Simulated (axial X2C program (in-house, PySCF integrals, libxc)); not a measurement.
# Which molecule has these constants?

Computed with an in-house relativistic program for diatomic molecules, spin-free (one-electron X2C) or two-component (2c: spin–orbit coupling with atomic mean-field Coulomb and Gaunt terms, which also bring small scalar terms), in Dyall basis sets with cores contracted in-house; open shells are unrestricted.

A two-component PBE0 calculation in a Dyall 3-zeta basis gave Re = 2.662 Å, ωe = 180.0 cm⁻¹, dipole magnitude 0.95 D, Ω = 3/2.

Problem. Which molecule is it?
A. GaSn
B. GaC
C. GaSi
D. GaGe

Solution. A. The others have GaGe 2.468 Å and 218.1 cm⁻¹ (Ω = 3/2); GaC 1.995 Å and 542.2 cm⁻¹ (Ω = 3/2); GaSi 2.418 Å and 299.8 cm⁻¹ (Ω = 3/2).

Each entry is the lowest single determinant of a limited PBE0 search at one distance. De goes to single-determinant-based atoms at the same level (for ions the charge split of lowest energy) and is withheld (n/a) where an atom does not fit its ground term or J level. Main or longest-lived isotopes. One determinant is a doubtful description, or other states lie close, for GaSn, GaGe, GaC, GaSi; these need not be ground states, and all values refer to the states named. With several unpaired electrons the Ω given is that of one determinant, not necessarily of the lowest component. The functionals have no current term, which raises determinants with orbital currents.
